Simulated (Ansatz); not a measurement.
Br₂F₂Zr (`[F][Zr]([F])([Br])[Br]`). Charge 0, multiplicity 1. Zr: def2 effective core potential. The geometry is a stationary point of PBE0-D4/def2-TZVP.

```xyz
5

F     1.284    0.050    1.477
Zr    0.082   -0.093    0.040
F     0.260   -1.800   -0.726
Br   -2.241    0.204    0.871
Br    0.615    1.638   -1.662
```

**Question.** What is the dipole moment at PBE/def2-TZVPP? (An estimate is asked.)

**Answer.** Computed: 0.00 D, zero by symmetry or nearly so.

**Question.** Give the Mulliken charges with PBE, r2SCAN, ωB97M-V in def2-TZVPP. (An estimate is asked.)

**Answer.** Computed: 
```tsv
atom	PBE	r2SCAN	ωB97M-V
F1	-0.31	-0.35	-0.34
Zr2	1.07	1.19	1.13
F3	-0.31	-0.35	-0.34
Br4	-0.23	-0.25	-0.22
Br5	-0.23	-0.25	-0.22
```
